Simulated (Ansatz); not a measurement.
Ligand-field states of CoCl2(H2O)2 (CoCl2O2H4) at its B3LYP-D4/def2-SVP geometry (relaxed as a doublet).

```xyz
9

Co   -0.125    0.621   -0.138
Cl   -2.093    1.630   -0.036
Cl    1.332    2.157   -0.785
O     1.547   -0.424    0.380
H     2.146    0.328    0.151
H     1.775   -1.137   -0.236
O    -1.245   -1.080   -0.055
H    -2.097   -0.580   -0.095
H    -1.239   -1.515    0.812
```

CASSCF(7,5) on the Co 3d shell in def2-SVP, averaged with equal weights over 10 quartets and 12 doublets, then SC-NEVPT2; Ansatz, no spin–orbit coupling. The space holds no ligand orbitals and no second d shell, so covalent complexes are described poorly.

Question: Estimate the states' energies above the lowest.

Answer: 
```
     state  CASSCF (eV)  NEVPT2 (eV)
 quartet 1         0.00         0.01
 quartet 2         0.01         0.00
 quartet 3         0.05         0.07
 quartet 4         0.09         0.14
 quartet 5         0.80         0.92
 quartet 6         0.82         0.94
 quartet 7         1.14         1.38
 quartet 8         2.56         2.42
 quartet 9         2.58         2.43
quartet 10         3.56         3.52
 doublet 1         1.58         1.18
 doublet 2         1.77         1.34
 doublet 3         1.78         1.34
 doublet 4         2.23         2.00
 doublet 5         2.33         2.21
 doublet 6         2.53         2.38
 doublet 7         2.55         2.41
 doublet 8         2.62         2.49
 doublet 9         2.69         2.62
doublet 10         2.73         2.53
doublet 11         2.76         2.59
doublet 12         2.94         2.63
```
The lowest NEVPT2 state is a quartet. Run time 7 s (4 threads of AMD EPYC 9R45 on a shared host), peak host memory 0.74 GiB.
